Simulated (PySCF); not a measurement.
# Finite-field polarisability of Kr (krypton, neutral)

[Kr], closed-shell 1S. Computed with PySCF 2.14 in aug-cc-pVQZ-PP with one added diffuse shell each of s, p, d, f, g type with ECP10MDF (8s7p6d4f3g, 114 functions), with scalar relativity through the core potential. Frozen: 3s2 3p6 3d10. Energy changes in a uniform field (μhartree):

| axis | F (au) | HF | MP2 | CCSD | CCSD(T) |
| --- | --- | --- | --- | --- | --- |
| x | 0.0035 | -100.706 | -104.134 | -103.203 | -104.018 |
| x | 0.007 | -402.990 | -416.735 | -413.001 | -416.272 |

Question: Derive α along x at CCSD(T) from the two fields.

Answer: With ΔE = −αF²/2 − γF⁴/24, α = −(16 ΔE(F) − ΔE(2F))/(6F²) = 16.98 bohr³.

Question: And the mean polarisability at each level?

Answer: HF 16.44, MP2 17.00, CCSD 16.85, CCSD(T) 16.98 bohr³. Reference: 16.78 ± 0.02 bohr³ (recommended; Schwerdtfeger and Nagle, table of static dipole polarizabilities (2023 update)).

The same two fields give the second hyperpolarisability, to two digits from the fit; its basis error is larger: HF 2200, MP2 2700, CCSD 2500, CCSD(T) 2700 au.
